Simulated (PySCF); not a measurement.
## Correlation energy of Mo³⁸⁺ (molybdenum, charge +38)

[He] 2s2, closed-shell 1S. All numbers are calculated (PySCF 2.14, no relativity, point nucleus, in an even-tempered Gaussian basis (17 s from 16 bohr⁻², ratio 2.2; 8 p from 24 bohr⁻², ratio 2.4; 5 d from 72 bohr⁻², ratio 2.4; 5 f from 110 bohr⁻², ratio 2.4; 4 g from 160 bohr⁻², ratio 2.4)). Frozen: nothing; 4 electrons correlated; the 8 highest virtual orbitals of each spin left out.

MP2 pair energies summed by pair of shells (mhartree):

| pair | energy | share (%) |
| --- | --- | --- |
| 2s-2s | -268.78 | 82.4 |
| 1s-1s | -41.32 | 12.7 |
| 1s-2s | -15.91 | 4.9 |

Total MP2 correlation energy: -326.01 mhartree.

MP2 falls well short for the outer s pair, which is nearly degenerate with np².

At this charge a non-relativistic calculation is a model, useful for the Z dependence of the correlation energy.
